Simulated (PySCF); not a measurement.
Bond stretch in OH (anion, charge -1), singlet.

Computed with CCSD(T) on UHF/aug-cc-pVTZ, 1 core orbital frozen (PySCF).

**Question.** Relative to R = 0.97 Å, what are the energies at R = 1.03, 1.94, 2.88, 3.84 Å?

**Answer.** 1.9 kcal/mol at 1.03 Å, 91.5 kcal/mol at 1.94 Å, 111.5 kcal/mol at 2.88 Å, 113.4 kcal/mol at 3.84 Å.

The unrestricted determinant behind UCCSD(T) is spin-contaminated at 1.31 to 3.84 Å (<S²> up to 1.0, against 0.00 for a pure singlet). Where the anion isn't bound against loss of the electron, the finite basis alone holds it.
